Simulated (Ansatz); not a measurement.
BCl$_{9}$Si$_{3}$ (`Cl[Si](Cl)(Cl)B([Si](Cl)(Cl)Cl)[Si](Cl)(Cl)Cl`) from Hartree–Fock to CCSD(T)

```xyz
13

Cl   -0.489   -3.045   -0.966
Si    0.562   -1.344   -1.363
Cl    2.562   -1.642   -1.106
Cl    0.243   -0.845   -3.307
B    -0.002   -0.001    0.000
Si    0.270   -0.374    1.941
Cl    1.485    1.104    2.644
Cl   -1.565   -0.296    2.823
Cl    1.116   -2.163    2.406
Si   -0.834    1.718   -0.578
Cl   -1.367    3.005    0.902
Cl    0.530    2.654   -1.769
Cl   -2.511    1.230   -1.628
```

Total charge 0; spin multiplicity 1. The geometry is a stationary point of PBE0-D4/def2-TZVP. It is one conformer, not always the lowest. Frozen core, restricted reference, the Gaussian-basis code of Ansatz. CBS rows extrapolate triple and quadruple zeta; past MP2 they add the triple-zeta difference.

| basis | HF (Eh) | MP2 corr. | CCSD corr. | (T) | CCSD(T) total |
| --- | --- | --- | --- | --- | --- |
| def2-SVP | -5025.83767 | -1.52538 | ? | -0.04336 | ? |
| def2-TZVPP | -5027.60450 | ? | -2.25828 | -0.10728 | ? |
| def2-QZVPP | -5027.74462 | -2.33082 | – | – | – |
| CBS(def2) | ? | -2.48976 | ? | as TZ | ? |

Task: Fill in the withheld values. (Best estimate.)

Result: The calculation gave: def2-SVP CCSD corr.: -1.64268; def2-SVP CCSD(T) total: -5027.52371; def2-TZVPP MP2 corr.: -2.11624; def2-TZVPP CCSD(T) total: -5029.97006; CBS(def2) HF (Eh): -5027.76392; CBS(def2) CCSD corr.: -2.63180; CBS(def2) CCSD(T) total: -5030.50300.
